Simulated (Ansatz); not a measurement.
Cost and result up the ladder for SnSe₄ (5 atoms). Total charge 0; singlet. Geometry: PBE-D4/def2-SVP.

```xyz
5

Sn    1.530   -0.554    0.572
Se   -0.643   -1.918   -0.567
Se    0.840    1.279   -1.440
Se   -1.151    0.416   -0.430
Se   -0.577    0.777    1.865
```

Ansatz on 4 threads of Arm Neoverse V2 on a shared host. Times are rough, and most runs start from the orbitals of an earlier one. ωB97X-V/def2-TZVP serves as the yardstick here, not as an exact answer. Differences are given only for rows in sets of like size (and for xTB, whose basis is part of the method), since another set adds its own error. Binding counts from free atoms at the same level (Sn triplet, Se triplet; other spins of the atoms weren't run), without zero-point energy or a counterpoise term.

In the def2 sets Sn takes a core potential, while STO-3G treats all electrons; there is no spin–orbit coupling. LC-ωPBE has ω = 0.4 bohr⁻¹. Correlated methods freeze 40 core orbitals; core or outer-core shells of Sn, Se are correlated, in sets that lack core-valence functions. The rows differ in basis, and correlated rows in double-zeta sets carry the largest basis error. Another isomer (singlet) lies 0.51 eV lower at PBE0-D4/def2-TZVP; other spin states weren't run for this one.

Correlated methods converge slowly with the basis, most of all in double-zeta sets.

| level | functions | wall time | binding energy per atom (eV) | difference from ωB97X-V/def2-TZVP (eV) |
| --- | --- | --- | --- | --- |
| HF/STO-3G | 99 | 1.4 s | 1.71 | – |
| PBE-D4/def2-SVP | 154 | 2.1 s | 2.62 | – |
| PBE0-D4/def2-SVP | 154 | 4.4 s | 2.39 | – |
| PBE-D4/def2-TZVP (with forces) | 242 | 5.5 s | 2.64 | 0.29 |
| LC-ωPBE/def2-TZVP | 242 | 7 s | 2.10 | -0.25 |
| r2SCAN-D4/def2-TZVP | 242 | 11 s | 2.46 | 0.11 |
| MP2/def2-TZVP | 242 | 12 s | 2.37 | 0.02 |
| PBE0-D4/def2-TZVP | 242 | 15 s | 2.44 | 0.09 |
| PBE-QIDH/def2-TZVP | 242 | 17 s | 2.33 | -0.02 |
| ωB97X-V/def2-TZVP | 242 | 23 s | 2.35 | 0.00 |
| CCSD(T)/def2-SVP | 154 | 63 s | 1.91 | – |
